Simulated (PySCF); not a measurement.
Input file for PySCF: R-B3LYP/6-311+G** on HF (SMILES F).

```python
from pyscf import gto, scf, dft, mp
from pyscf.data.elements import chemcore

mol = gto.M(
    atom='''
    F     0.35562060   -0.06591270    2.41515357
    H     1.03050002   -0.70268428    2.41247100
    ''',
    basis='6-311+g**',
    charge=0, spin=0, verbose=3, max_memory=1800)
mf = dft.RKS(mol, xc='b3lyp')
mf.conv_tol = 1e-8
mf.max_cycle = 100
mf.kernel()
if not mf.converged:
    mf = mf.newton().run(mf.mo_coeff, mf.mo_occ)
```

It printed:

```
converged SCF energy = -100.48231886497
```

Self-consistency was reached.

Cost: roughly 0.5 core-seconds.
